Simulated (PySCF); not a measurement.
**AgB from Hartree–Fock to correlated methods**

State: ¹Σ⁺ (singlet), closed shell. Set-up: basis Ag x2c-TZVPPall, B x2c-TZVPPall; spin-free X2C with a Gaussian nucleus; PySCF 2.14. De refers to Ag (4d10 5s1) + B in their high-spin ground configurations, without counterpoise correction. A positive dipole means Ag(−)B(+).

| Level | Re (Å) | ωe (cm⁻¹) | De (eV) | μ (D) | CPU s a point (SCF and correlation, without the integrals) |
| --- | --- | --- | --- | --- | --- |
| RHF | 2.305 | 364 | n/a | -3.56 | 1.3 |
| RHF-MP2 | 1.974 | 503 | n/a | n/a | 2 |
| RHF-SCS-MP2 | 2.023 | 461 | n/a | n/a | n/a |
| RHF-CCSD | 2.103 | 430 | 1.55 | n/a | n/a |
| RHF-CCSD(T) | 2.060 | 459 | 1.87 | n/a | 39 |
| PBE | 2.049 | 481 | 2.29 | -1.06 | 2.2 |
| PBEsol | 2.021 | 506 | 2.55 | -1.02 | 1.4 |
| revPBE | 2.071 | 463 | 2.06 | -1.13 | 1.4 |
| r²SCAN | 2.045 | 486 | 2.04 | -1.31 | 2.7 |
| PBE0 | 2.089 | 446 | 1.80 | -1.61 | 6.9 |
| B97-3 | 2.117 | 418 | 1.76 | -1.58 | 2.9 |
| MN15 | 2.089 | 447 | 2.03 | -1.33 | 4.4 |
| CAM-B3LYP | 2.091 | 445 | 1.63 | -1.90 | 11 |

Task: Which functional lies closest to RHF-CCSD(T) in De, which farthest, and by how much do they differ from it?

Result: Closest is PBE0 (+2.9 pm in Re, -2.8 % in ωe, -0.07 eV in De against RHF-CCSD(T) in the same basis), farthest PBEsol (-3.9 pm in Re, +10.2 % in ωe, +0.68 eV in De). CCSD(T) converges more slowly with the basis than the functionals do and binds too weakly in this one, so the order can change at the basis-set limit.

Task: What does the step from GGA to meta-GGA do here, going from PBE to r²SCAN?

Result: r²SCAN less PBE: -0.4 pm in Re, +1.0 % in ωe, -0.25 eV in De. 

Task: What does the triples do here, going from RHF-CCSD to RHF-CCSD(T)?

Result: RHF-CCSD(T) less RHF-CCSD: -4.3 pm in Re, +6.7 % in ωe, +0.32 eV in De. Correlation nearly always deepens the well. The bond shortens, as in weak, metallic or heavy-atom bonds, where dispersion and the correlation of outer-core electrons pull the atoms together.

Correlated steps freeze 15 core orbitals. Spin–orbit coupling is left out, which matters for elements this heavy, above all for dissociation energies. Where the molecule has an RHF reference, its open-shell atoms are computed with UHF. The CCSD T1 diagnostic is raised, a sign that a single reference may not be enough here.

The whole job (state search and all levels along the bond) took about 8.9 min on 2 threads of Intel Xeon Platinum 8259CL @ 2.50GHz (shared host), peak memory 4.4 GiB.
